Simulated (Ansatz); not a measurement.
Reaction (ligand exchange at a B–N bond): `NBO[SiH3]` + H₂S → `[SiH3]OBS` + NH₃

Gas-phase electronic energies from Ansatz, PBE0-D4/def2-TZVP geometries. CCSD(T)/CBS is the MP2 limit (def2-TZVPP, def2-QZVPP) plus CCSD(T) − MP2 in def2-TZVPP, frozen cores. This one scheme is used for every species. DFT in def2-TZVPP. One conformer a species, not always the lowest.

`NBO[SiH3]`:

Cartesian coordinates in Å:
```
N 2.093 0.477 0.213
B 0.915 -0.209 -0.086
O -0.292 0.388 0.167
Si -1.842 -0.105 -0.052
H 3.003 0.087 0.048
H 2.097 1.401 0.612
H 0.972 -1.312 -0.561
H -2.536 -0.106 1.260
H -2.525 0.849 -0.962
H -1.884 -1.470 -0.639
```

H₂S:

```xyz
3

S    -0.288   -0.223   -0.501
H    -0.662   -0.014    0.770
H     0.950    0.237   -0.269
```

`[SiH3]OBS`:

Z-matrix (Å, degrees):
```
Si
O 1 1.646
H 1 1.481 2 108.1
H 1 1.488 2 111.3 3 120.2
H 1 1.481 2 107.9 3 -119.6
B 2 1.348 1 142.0 3 -116.4
S 6 1.807 2 125.7 1 -0.2
H 6 1.196 2 119.3 1 179.8
H 7 1.345 6 98.4 2 -0.1
```

NH₃:

Z-matrix (Å, degrees):
```
N
H 1 1.013
H 1 1.013 2 107.1
H 1 1.013 2 107.1 3 -114.5
```

```json
{"level": "PBE-D4", "ΔE (kJ/mol)": "42.3"}
{"level": "PBE0-D4", "ΔE (kJ/mol)": "45.9"}
{"level": "CAM-B3LYP-D4", "ΔE (kJ/mol)": "56.5"}
{"level": "revPBE", "ΔE (kJ/mol)": "43.6"}
{"level": "r2SCANh", "ΔE (kJ/mol)": "48.6"}
{"level": "BHLYP", "ΔE (kJ/mol)": "58.2"}
{"level": "CCSD/def2-SVP", "ΔE (kJ/mol)": "61.4"}
{"level": "CCSD(T)/def2-SVP", "ΔE (kJ/mol)": "59.1"}
```

(1) What does CCSD(T)/CBS give? (An estimate is asked.)

Largest T1 diagnostic among the species: 0.013.

## Answers

(1) Ansatz gave: +47.0 kJ/mol. The listed levels differ from it by -4.7, -1.1, 9.5, -3.4, 1.6, 11.2, 14.4, 12.1 kJ/mol.

Leaving LDA and LC-ωPBE aside and taking each functional with its dispersion term where it has one, the values, not all of them listed here, spread over 17.5 kJ/mol, from revPBE-D4 to CAM-B3LYP-D4. LDA lies +6.7 kJ/mol from PBE without D4. From BLYP to BHLYP (50 % exact exchange), in def2-TZVPP and without D4, ΔE moves by +6.0 kJ/mol. The D4 term adds −4.9 kJ/mol with B3LYP and −2.5 kJ/mol with PBE0; it sums over pairs of atoms, weighted by their polarisabilities, and B3LYP, whose exchange is more repulsive, gets the larger term.

B3LYP here is the variant with VWN-RPA as its local correlation; programs differ in this.
